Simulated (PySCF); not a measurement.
C8H8N2S, SMILES Cn1cccc1-c1cncs1.

The structure is a stationary point at B3LYP-D3(BJ)/def2-SVP. The structure was generated by enumeration, and PubChem lists no compound with its InChIKey, so it may never have been made. One conformer was computed; it need not be the lowest.

All values below come from TDA-B3LYP/def2-SVP (PySCF).

Vertical excitations. The molecule is in vacuum.

```json
[
 {"state": "S1", "energy (eV)": "4.25", "λ (nm)": "292", "f": "0.358", "main pairs": "HOMO→LUMO 91 %"},
 {"state": "S2", "energy (eV)": "5.01", "λ (nm)": "248", "f": "0.017", "main pairs": "HOMO−1→LUMO 96 %"},
 {"state": "S3", "energy (eV)": "5.10", "λ (nm)": "243", "f": "0.014", "main pairs": "HOMO−3→LUMO 77 %, HOMO−2→LUMO 19 %"},
 {"state": "S4", "energy (eV)": "5.27", "λ (nm)": "235", "f": "0.046", "main pairs": "HOMO→LUMO+1 48 %, HOMO→LUMO+2 45 %"},
 {"state": "S5", "energy (eV)": "5.66", "λ (nm)": "219", "f": "0.094", "main pairs": "HOMO→LUMO+2 36 %, HOMO→LUMO+1 35 %, HOMO−4→LUMO 15 %"},
 {"state": "S6", "energy (eV)": "5.83", "λ (nm)": "213", "f": "0.107", "main pairs": "HOMO−2→LUMO 51 %, HOMO→LUMO+3 14 %, HOMO−3→LUMO 12 %, HOMO→LUMO+2 9 %"},
 {"state": "S7", "energy (eV)": "6.29", "λ (nm)": "197", "f": "0.026", "main pairs": "HOMO→LUMO+3 32 %, HOMO−1→LUMO+1 21 %, HOMO−4→LUMO 16 %, HOMO−2→LUMO+1 14 %"},
 {"state": "S8", "energy (eV)": "6.34", "λ (nm)": "196", "f": "0.001", "main pairs": "HOMO→LUMO+4 53 %, HOMO−1→LUMO+1 31 %"},
 {"state": "S9", "energy (eV)": "6.51", "λ (nm)": "191", "f": "0.011", "main pairs": "HOMO−4→LUMO 31 %, HOMO−1→LUMO+1 15 %, HOMO−2→LUMO+1 11 %, HOMO→LUMO+3 8 %"},
 {"state": "S10", "energy (eV)": "6.60", "λ (nm)": "188", "f": "0.005", "main pairs": "HOMO−1→LUMO+2 63 %, HOMO→LUMO+3 10 %, HOMO→LUMO+4 10 %"},
 {"state": "T1", "energy (eV)": "2.97", "λ (nm)": "417", "f": "0", "main pairs": "HOMO→LUMO 91 %"},
 {"state": "T2", "energy (eV)": "4.15", "λ (nm)": "299", "f": "0", "main pairs": "HOMO−2→LUMO 40 %, HOMO→LUMO+1 40 %"},
 {"state": "T3", "energy (eV)": "4.43", "λ (nm)": "280", "f": "0", "main pairs": "HOMO−1→LUMO 87 %"},
 {"state": "T4", "energy (eV)": "4.60", "λ (nm)": "270", "f": "0", "main pairs": "HOMO−2→LUMO 47 %, HOMO→LUMO+1 23 %, HOMO−3→LUMO 10 %"}
]
```
Triplets are in the Tamm–Dancoff approximation.
